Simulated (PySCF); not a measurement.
AlClH2Se2. Atoms are numbered in the order given.

```xyz
6

Al     0.0000     0.0000     0.4074
Cl     0.0000     0.0000     2.5124
Se     0.0000     2.0588    -0.6475
H      0.0000     1.4437    -1.9901
Se     0.0000    -2.0588    -0.6475
H      0.0000    -1.4437    -1.9901
```
Charge 0, spin multiplicity 1.

Coordinates come from a B3LYP-D3(BJ)/def2-SVP optimisation. The structure was generated by enumeration; whether it is a known compound was not checked. One conformer was computed; it need not be the lowest.

The numbers are results of TDA-PBE0/def2-SVPD run with PySCF 2.14.0, not measurements.

Vertical excitations. Gas-phase values at a fixed geometry. State labels are in the subgroup C2v.

Q: Give excitation energies, oscillator strengths and character. (The exact figures need the calculation; the answer reports its results.)

A: 
| state | symmetry | energy (eV) | λ (nm) | f | main pairs |
|---|---|---|---|---|---|
| S1 | A2 | 4.91 | 252 | 0.000 | HOMO→LUMO 92 % |
| S2 | A2 | 5.32 | 233 | 0.000 | HOMO→LUMO+2 88 % |
| S3 | B2 | 5.42 | 229 | 0.047 | HOMO→LUMO+1 84 % |
| S4 | B1 | 5.45 | 228 | 0.057 | HOMO−1→LUMO 90 % |
| S5 | B1 | 5.69 | 218 | 0.026 | HOMO−1→LUMO+2 75 %, HOMO→LUMO+3 15 % |
| S6 | A1 | 5.96 | 208 | 0.049 | HOMO−1→LUMO+1 92 % |
| S7 | A2 | 6.23 | 199 | 0.000 | HOMO−2→LUMO+1 98 % |
| S8 | B2 | 6.49 | 191 | 0.177 | HOMO−2→LUMO+2 56 %, HOMO−2→LUMO 40 % |
| S9 | B1 | 6.51 | 191 | 0.007 | HOMO→LUMO+3 83 %, HOMO−1→LUMO+2 15 % |
| S10 | A2 | 6.69 | 185 | 0.000 | HOMO→LUMO+4 89 % |
| T1 | A2 | 4.63 | 268 | 0 | HOMO→LUMO 84 % |
| T2 | B2 | 4.76 | 260 | 0 | HOMO→LUMO+1 96 % |
| T3 | A2 | 4.95 | 250 | 0 | HOMO→LUMO+2 76 %, HOMO→LUMO 12 % |
| T4 | B1 | 4.97 | 250 | 0 | HOMO−1→LUMO 82 %, HOMO−1→LUMO+2 12 % |
Triplets are in the Tamm–Dancoff approximation.
